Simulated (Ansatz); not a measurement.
Input for Ansatz (development build ahead of 0.2.0):

```yaml
crystal:
  periodic: [false, false, false]
  atoms:
    - { symbol: Be, position_ang: [0.0, 0.0, -0.24997] }
    - { symbol: H, position_ang: [0.0, 0.0, 0.99988] }
basis:
  gaussian: { orbitals: cc-pVTZ }
magnetization:
  spin_polarized: true
  initial_magnetization: 1
hamiltonian:
  xc: hf
```

The input is written out in the form of the current development build from the run's settings.

Output:

```yaml
Converged: yes
Total_energy: -15.14970 hartree
Spin_squared_of_the_determinant: 0.751
```
